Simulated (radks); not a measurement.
Spin polarisation of the 5p3 shell in the iodine ion I2+. Start: [Kr] 4d10 5s2 5p(up 1.5, down 1.5); electrons of 5p are moved from spin down to spin up, other shells keep equal spins. Method: scalar-relativistic Kohn-Sham, PBEsol, spin-polarised, spherical densities, finite nucleus; Fermi nuclear charge, rms radius of each element as measured or else 0.836 A^(1/3) + 0.57 fm; computed with a radial shooting solver on a logarithmic mesh with Libxc functionals.

| moment (Bohr magnetons) | E - E(0) (eV) | e(5p up) (eV) | e(5p down) (eV) | 5s down minus up (eV) | 4d down minus up (eV) |
|---|---|---|---|---|---|
| 0 | 0.000 | -24.529 | -24.529 | 0.000 | 0.000 |
| 0.75 | -0.119 | -24.826 | -24.191 | 0.602 | 0.103 |
| 1.5 | -0.478 | -25.087 | -23.803 | 1.216 | 0.206 |
| 2.25 | -1.084 | -25.314 | -23.359 | 1.849 | 0.312 |
| 3 | -1.947 | -25.509 | -22.856 | 2.507 | 0.421 |

At moment 3 the spin-polarisation energy is -1.947 eV and the 5p exchange splitting 2.653 eV, that is 0.884 eV per Bohr magneton; E = -I m^2/4 would give I = 0.865 eV.
